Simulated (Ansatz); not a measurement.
This geometry of Cl3HSi + ClH (7 atoms, charge 0, multiplicity 1) is a first-order saddle point.

Level of theory: RKS PBE-D4/def2-SVP (Ansatz 0.2.0).

```xyz
7
Properties=species:S:1:pos:R:3
Si -0.315 0.000 -0.039
H 0.100 0.000 1.610
Cl 1.785 0.000 -0.210
Cl -0.785 1.774 -0.970
Cl -0.785 -1.774 -0.970
Cl -2.410 0.000 1.166
H -0.847 0.000 1.733
```

(1) Which two structures does it join? (They come from a converged band through this point; their orientation in space is the band's.)

(2) How far does it lie above each of them?

## Answers

(1) Bonds broken: Si1–H2, Cl6–H7. Bonds formed: Si1–Cl6, H2–H7. Cl3HSi + ClH becomes Cl4Si + H2.

Initial state:

```xyz
7
Properties=species:S:1:pos:R:3
Si 0.364 0.000 -0.283
H 0.327 0.000 1.204
Cl 2.334 0.000 -0.899
Cl -0.561 1.684 -1.024
Cl -0.561 -1.684 -1.024
Cl -2.825 0.000 1.573
H -2.335 0.000 2.775
```

Final state:

```xyz
7
Properties=species:S:1:pos:R:3
Si -0.440 0.000 -0.894
H -0.492 0.000 3.007
Cl 1.194 0.000 0.349
Cl -0.401 1.675 -2.076
Cl -0.401 -1.675 -2.076
Cl -2.152 0.000 0.237
H -0.567 0.000 3.773
```

(2) 1.48 eV above the first and 2.18 eV above the second. This is the barrier of this one path; another mechanism may lie lower. The orbitals stay closed-shell, which can raise the energy where a bond breaks towards radicals; this wasn't checked here.

The run took 2.9 min on 2 threads of Intel(R) Xeon(R) Platinum 8488C (Sapphire Rapids), with other jobs on the host, peak memory 0.22 GiB.
